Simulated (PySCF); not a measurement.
## From computed data to an observable: oscillator strength and radiative lifetime

Ge(H)(F)2(Et) (C2H6F2Ge), SMILES [GeH]([F])([CH2]C)[F].

Coordinates come from a ωB97X-D3(BJ)/def2-SVP optimisation. The values are those of a single conformer.

TDDFT-PBE/def2-SVPD in PySCF puts the first singlet state with f over 0.02 at 7.66 eV (vertical), with the transition dipole (-0.210, -0.255, 0.000) in atomic units.

Q: Find the oscillator strength, the wavelength and the radiative lifetime that this transition would have in vacuum if emission retraced absorption.

A: 
|μ|² = 0.1091 au, so |μ| = 0.84 D. ΔE = 7.66/27.211 = 0.2815 hartree. f = (2/3) ΔE |μ|² = 0.020 (the program prints 0.021).
λ = 1239.84/7.66 = 162 nm; ν = 61782 cm⁻¹.
Einstein's coefficient A = 0.6670 ν² f s⁻¹ (ν in cm⁻¹) = 5.2e7 s⁻¹, so τ = 1/A = 19 ns. This state is S3; the lower singlets have f = 0.006, 0.001. The figure is the radiative limit of this one transition; relaxation, internal conversion, crossing to triplets and a medium change what is measured.
